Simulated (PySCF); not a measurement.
A structure optimised at PBE-D3(BJ)/def2-SVP, used in a PySCF frequency run:

```
Si
H 1 1.5090
H 1 1.5090 2 107.37
C 1 1.8919 2 109.52 3 -118.84
H 4 1.1087 1 111.16 2 58.75
H 4 1.1092 5 107.93 1 -121.78
H 4 1.1092 5 107.93 6 -116.43
C 1 1.8919 2 109.52 3 118.84
H 8 1.1087 1 111.16 2 -58.75
H 8 1.1092 9 107.93 1 121.78
H 8 1.1092 9 107.93 10 116.43
```

**Question.** Write its SMILES, formula and point group.

**Answer.** C[SiH2]C, C₂H₈Si, C2v

**Question.** What are its rotational constants (standard atomic weights)?

**Answer.** 16.378, 5.7786, 4.7739 GHz
